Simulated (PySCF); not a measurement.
**UHF on Cu (copper, neutral)**

Configuration: [Ar] 3d10 4s1, 2S determinant. Calculation: PySCF 2.14, in pcseg-2 (6s4p3d2f1g, 56 functions); no relativity, point nucleus.

| Quantity | Value |
| --- | --- |
| Total energy | -1638.930755 hartree |
| One-electron energy | -2290.7752 hartree |
| Hartree (Coulomb) energy | 717.6273 hartree |
| Exchange energy | -65.7828 hartree |
| Kinetic energy | 1641.13133 hartree |
| ⟨S²⟩ | 0.7518 |
| ⟨L²⟩ | 0.000 |
| Sum of ⟨r⟩ | 20.97 bohr |
| Sum of ⟨r²⟩ | 31.20 bohr² |
| Density at the nucleus (Gaussians lack the cusp) | 16400 bohr⁻³ |
| Spin density at the nucleus | 3.38 bohr⁻³ |
| Langevin diamagnetic susceptibility | -24.7 ×10⁻⁶ cm³/mol |
| Time after the integrals | 0.27 s of wall time on 1 thread of Neoverse-V1 (shared host) |

| shell | electrons | mean orbital energy (eV) | rms radius, mean of both spins (bohr) |
| --- | --- | --- | --- |
| 1s α | 1 | -8944.1 | 0.0613 |
| 1s β | 1 | -8944.0 | 0.0613 |
| 2s β | 1 | -1108.7 | 0.258 |
| 2s α | 1 | -1108.6 | 0.258 |
| 2p β | 3 | -967.21 | 0.230 |
| 2p α | 3 | -967.14 | 0.230 |
| 3s α | 1 | -136.08 | 0.778 |
| 3s β | 1 | -136.05 | 0.778 |
| 3p β | 3 | -90.270 | 0.825 |
| 3p α | 3 | -90.128 | 0.825 |
| 3d β | 5 | -13.227 | 1.15 |
| 3d α | 5 | -13.118 | 1.15 |
| 4s α | 1 | -6.502 | 3.48 |
